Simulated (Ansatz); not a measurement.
Cost and result for the atomization energy of `CO[SiH](N)N` (13 atoms, 12 bonds).

Z-matrix (Å, degrees):
```
C
O 1 1.406
H 1 1.092 2 108.4
H 1 1.096 2 111.9 3 119.7
H 1 1.096 2 111.3 3 -119.0
Si 2 1.643 1 123.9 3 -174.7
N 6 1.706 2 118.3 1 -56.6
N 6 1.712 2 106.8 1 61.2
H 6 1.482 2 102.4 1 -173.5
H 7 1.006 6 121.4 2 -79.6
H 7 1.006 6 121.9 2 74.5
H 8 1.007 6 120.0 2 42.8
H 8 1.007 6 119.9 2 -172.4
```

Total charge 0; spin multiplicity 1. Geometry: relaxed with PBE0-D4/def2-TZVP. It is one conformer, not always the lowest. Program: Ansatz. All runs use 2 threads of an AMD EPYC 7R13 on a shared host and a share of an NVIDIA H100 80 GB. Times are those of one run each, without the atoms' runs, and a repeat can differ threefold. Electronic energies, without spin–orbit coupling; frozen cores. CCSD(T)/CBS adds CCSD(T) − MP2 in def2-TZVPP to the MP2 limit, and its time is that of the two runs behind it. T1 = 0.010. B3LYP takes the VWN-RPA correlation (the form of Gaussian; ORCA's B3LYP/G).

CCSD(T)/CBS is a level of theory with its own doubt, some kJ/mol a heavy atom from the limit and from the frozen cores, so smaller differences don't rank the functionals.

```json
{"level": "r2SCAN-D4/def2-TZVPP (with forces)", "functions": "278", "wall time": "14 s", "atomization (kJ/mol)": "4767.3", "difference from CCSD(T)/CBS": "-30.3", "per bond": "-2.5"}
{"level": "PBE-D4/def2-TZVPP (with forces)", "functions": "278", "wall time": "14 s", "atomization (kJ/mol)": "4851.8", "difference from CCSD(T)/CBS": "54.2", "per bond": "4.5"}
{"level": "ωB97X-V/def2-TZVPP", "functions": "278", "wall time": "15 s", "atomization (kJ/mol)": "4808.5", "difference from CCSD(T)/CBS": "10.9", "per bond": "0.9"}
{"level": "PBE0-D4/def2-TZVPP", "functions": "278", "wall time": "15 s", "atomization (kJ/mol)": "4761.0", "difference from CCSD(T)/CBS": "-36.6", "per bond": "-3.0"}
{"level": "B3LYP-D4/def2-TZVPP (with forces)", "functions": "278", "wall time": "16 s", "atomization (kJ/mol)": "4800.9", "difference from CCSD(T)/CBS": "3.3", "per bond": "0.3"}
{"level": "ωB97M-V/def2-TZVPP (with forces)", "functions": "278", "wall time": "17 s", "atomization (kJ/mol)": "4810.7", "difference from CCSD(T)/CBS": "13.1", "per bond": "1.1"}
{"level": "B2PLYP/def2-TZVPP", "functions": "278", "wall time": "18 s", "atomization (kJ/mol)": "4740.6", "difference from CCSD(T)/CBS": "-57.0", "per bond": "-4.7"}
{"level": "MP2/def2-QZVPP", "functions": "538", "wall time": "20 s", "atomization (kJ/mol)": "4798.5", "difference from CCSD(T)/CBS": "0.9", "per bond": "0.1"}
{"level": "CCSD(T)/def2-TZVPP", "functions": "278", "wall time": "23 s", "atomization (kJ/mol)": "4648.2", "difference from CCSD(T)/CBS": "-149.4", "per bond": "-12.4"}
{"level": "CCSD(T)/CBS(def2)", "functions": "–", "wall time": "43 s", "atomization (kJ/mol)": "4797.6", "difference from CCSD(T)/CBS": "0.0", "per bond": "0.0"}
```

In def2-TZVPP, CCSD(T) changes the Hartree–Fock value by +1280.1 kJ/mol (the triples alone add +65.3 kJ/mol) and MP2 by +1340.6 kJ/mol; breaking electron pairs costs correlation energy, which Hartree–Fock lacks. The D4 term adds +40.2 kJ/mol with B3LYP and +21.3 kJ/mol with PBE0; it sums over pairs of atoms, weighted by their polarisabilities, and B3LYP, whose exchange is more repulsive, gets the larger term. From PBE to PBE0 (25 % exact exchange), in def2-TZVPP and without D4, the atomization energy moves by −86.8 kJ/mol: exact exchange takes away binding that semilocal exchange gives to molecules.
